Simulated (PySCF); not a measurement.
Vertical excitations of a molecule C3H10ClNSi from TDA-PBE/def2-SVPD run with PySCF 2.14.0, as energy in eV (oscillator strength): 5.22 (0.027), 5.58 (0.002), 5.97 (0.003), 6.37 (0.009), 6.53 (0.001), 6.57 (0.020). Lowest triplet (TDA): 5.06 eV. Geometry optimised at PBE0-D3(BJ)/def2-SVP. The values are those of a single conformer.

Task: Identify the compound among the candidates.
A. CCN(C)[SiH2]Cl
B. CNC[Si@H](C)Cl
C. CCCN[SiH2]Cl
D. C[C@@H](N)[Si@H](C)Cl

Result: D, C[C@@H](N)[Si@H](C)Cl
